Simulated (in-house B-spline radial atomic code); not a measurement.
**Response and correlation of Yb42+**

Closed shell [Ar] 3d10. Computed with an all-electron radial atomic-structure program (B-spline basis): Dirac-Hartree-Fock, relativistic RPA (time-dependent Dirac-Hartree-Fock) for the response and second-order many-body perturbation theory for correlation, no-pair Dirac-Coulomb Hamiltonian, finite nucleus.

Command:
```bash
python run_mb.py task.json out
```
Settings (nuclear radius in fm, box in bohr, cutoff in hartree):
```
basis_form          2
Z                   70
core_configuration  [Ar] 3d10
rms_radius          5.3108
mass_number         174
speed_of_light      137.036
box_radius          2.22
lmax                7
intervals           56
virtual_cutoff      122500.0
```

Time taken, with all properties: 3.4 s on 1 thread of Intel(R) Xeon(R) Platinum 8488C, with other jobs on the host.

```json
{"multipole (bohr³, bohr⁵, bohr⁷)": "dipole", "uncoupled": "0.00285", "coupled RPA": "0.0027959"}
{"multipole (bohr³, bohr⁵, bohr⁷)": "quadrupole", "uncoupled": "0.00018407", "coupled RPA": "?"}
{"multipole (bohr³, bohr⁵, bohr⁷)": "octupole", "uncoupled": "1.7692e-05", "coupled RPA": "1.8339e-05"}
```

Problem. What is the coupled quadrupole polarisability?

Solution. 0.0001895 atomic units, +3 % against the uncoupled value.

Problem. Which subshells carry the dipole polarisability?

Solution. 3d5/2 47.4 %, 3d3/2 30.0 %, 3p3/2 14.5 %.

Problem. What does the dipole shielding factor come to?

Solution. The dipole shielding factor is 0.400, against the exact N/Z = 28/70 = 0.400 of the non-relativistic theorem.

Dipole polarisability at imaginary frequency:

| u (Eh) | α(iu) (bohr³) |
| --- | --- |
| 0 | 0.002796 |
| 5.64 | 0.00278 |
| 14.1 | 0.002699 |
| 28.2 | 0.002449 |
| 42.3 | 0.002129 |
| 56.4 | 0.00181 |
| 84.6 | 0.001286 |
| 113 | 0.0009281 |
| 141 | 0.0006941 |
| 197 | 0.000424 |
| 282 | 0.0002372 |
| 423 | 0.0001178 |
| 564 | 7.031e-05 |
| 846 | 3.325e-05 |
| 1410 | 1.259e-05 |
| 2820 | 3.275e-06 |

Problem. What dispersion coefficients follow for two such ions (the dispersion part alone)?

Solution. C6 = (3/π)∫α(iu)²du = 0.0004604 hartree·bohr⁶ and C8 = 0.0001624 hartree·bohr⁸.

Lowest J = 1 odd-parity excitations:

```tsv
energy (eV)	oscillator strength	leading channel	weight
1482	0.14	3d3/2 → p1/2	0.99
1507.4	0.285	3d5/2 → p3/2	0.985
1557.6	0.0309	3d3/2 → p3/2	0.992
1752.9	0.358	3p3/2 → s1/2	0.996
1796.4	0.00863	3d5/2 → f5/2	0.896
1820.8	1.58	3d5/2 → f7/2	0.745
1877	5.52	3d3/2 → f5/2	0.845
1987.7	0.0699	3p1/2 → s1/2	0.992
```

Second-order correlation energy by the highest angular momentum of the excited pair (hartree): s -0.02629, p -0.2045, d -0.4829, f -0.5492, g -0.1847, h -0.08058, i -0.03658, k -0.01856.

Problem. What is the second-order correlation energy at the partial-wave limit?

Solution. The listed waves sum to -1.5833 hartree; extrapolating the increments as (l + 1/2)⁻⁴ gives -1.6213 hartree, -1.58 eV per electron.
